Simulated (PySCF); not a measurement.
## Computed structure and properties of [Eu(NH)(H2O)]+

System: [Eu(NH)(H2O)]+ (singlet in the valence; each metal's 4f electrons, 6 of them, lie in its core potential, out of spins and levels); start: displaced along the imaginary mode (C1). Method: PySCF 2.14.0, RKS PBE, Eu lcecp-1-SVP with ECP52, N def2-SVP, H def2-SVP, O def2-SVP; non-relativistic Hamiltonian with scalar-relativistic core potentials where named; density fitting; no spin-orbit coupling.

Input of the relaxation:

```python
mol = gto.M(atom='''
Eu     0.08728     0.00146    -0.25539
N      1.42539    -0.01335     1.09084
H      2.11470    -0.01861     1.85597
O     -1.93993    -0.00775     1.15453
H     -2.36701     0.82334     1.54274
H     -2.00731    -0.71757     1.87354''',
    basis={'Eu': 'lcecp-1-SVP', 'N': 'def2-SVP', 'H': 'def2-SVP', 'O': 'def2-SVP'},
    ecp={'Eu': 'lcecp-1-SVP'},
    charge=1, spin=0)
mf = dft.RKS(mol, xc='PBE')
mf.grids.atom_grid = (50, 194)  # f atoms: unpruned, at least (60, 302)
mf = mf.density_fit()  # fitting sets: Eu AutoAux, N def2-universal-JKFIT, H def2-universal-JKFIT, O def2-universal-JKFIT
mf.conv_tol = 1e-08; mf.max_cycle = 55
mf.kernel(dm0)  # dm0: converged density of the start geometry
# quasi-Newton relaxation in Cartesian coordinates to a largest gradient under 0.00045 Eh/bohr, steps kept in the point group
```

Run from Python with OMP_NUM_THREADS=2; the lines above give its settings. Where DIIS fails, smearing, a level shift and second-order steps follow.
It took 66 s on 2 threads of Arm Neoverse V1 (shared host), from the converged density of the start.

Course of the relaxation:

| step | energy above end (eV) | largest force component within the symmetry (eV/Å) |
| --- | --- | --- |
| 0 | 0.2181 | 1.278 |
| 1 | 0.1622 | 0.185 |
| 2 | 0.1455 | 0.317 |
| 3 | 0.1398 | 0.699 |
| 4 | 0.1291 | 0.643 |
| 5 | 0.0994 | 0.277 |
| 6 | 0.0852 | 0.936 |
| 7 | 0.0686 | 0.684 |
| 19 | 0.0013 | 0.052 |
| 20 | 0.0008 | 0.043 |
| 21 | 0.0004 | 0.046 |
| 22 | 0.0002 | 0.033 |
| 23 | 0.0001 | 0.035 |
| 24 | 0.0000 | 0.014 |
(The steps between are left out.)

Relaxed geometry (Cs):

```xyz
6

Eu    0.0850    0.3584   -0.2510
N     1.3188   -0.1157    1.1134
H     2.0069   -0.3700    1.8366
O    -1.7915    0.1232    1.2199
H    -2.7663    0.2080    1.2128
H    -1.5397   -0.1364    2.1305
```

```csv
contact,Å
Eu1–N2 (NH),1.900
Eu1–O4 (H2O),2.396
```

On the finer grid (75, 302):

- HOMO: -9.50 eV
- LUMO: -6.91 eV
- Dipole about the centre of mass: 4.89 D
- Set of Mulliken populations of Eu1 outside the core potential: s 2.17, p 6.12, d 1.79, f 0.06
- D3(BJ) dispersion energy (not in the energies): -0.082 eV

```json
{"atom": "Eu1", "Mulliken (e)": "0.86", "Löwdin (e)": "0.79", "spin (e)": "0.00"}
{"atom": "N2", "Mulliken (e)": "-0.25", "Löwdin (e)": "-0.21", "spin (e)": "0.00"}
{"atom": "H3", "Mulliken (e)": "0.14", "Löwdin (e)": "0.09", "spin (e)": "0.00"}
{"atom": "O4", "Mulliken (e)": "-0.25", "Löwdin (e)": "0.03", "spin (e)": "0.00"}
{"atom": "H5", "Mulliken (e)": "0.24", "Löwdin (e)": "0.15", "spin (e)": "0.00"}
{"atom": "H6", "Mulliken (e)": "0.26", "Löwdin (e)": "0.16", "spin (e)": "0.00"}
```

The 4f levels lie in the core potential and are missing. Their spin isn't counted.

On the grid (50, 194), as all that follows. Harmonic modes: a minimum; lowest 124 cm⁻¹ (negative: unstable), highest 3745 cm⁻¹, zero-point energy 1.000 eV.

Rigid scan of NH along the line from its metal, all other atoms held (where the atom bridges, its other bond changes as well):

(distance to N2 (Å), energy (eV)): (1.60, 2.360), (1.70, 0.908), (1.80, 0.197), (1.90, 0.000), (2.00, 0.150), (2.10, 0.526), (2.20, 1.040), (2.35, 1.938)

Taking off one H2O (charge 0, singlet; the rest: singlet) in vacuum, both parts rigid, costs 1.86 eV; the small basis without counterpoise inflates it.

Rigid scan of H2O along the line from its metal, all other atoms held (where the atom bridges, its other bond changes as well):

```
distance to O4 (Å)  energy (eV)
              2.10        0.451
              2.20        0.170
              2.30        0.036
              2.40        0.000
              2.50        0.027
              2.60        0.092
              2.80        0.276
              3.10        0.574
              3.50        0.904
              4.00        1.192
```

One start shape was tried, so this needn't be the lowest isomer.

An lcecp potential fixes the number of 4f electrons, so in runs with it no electron can move into or out of that shell.
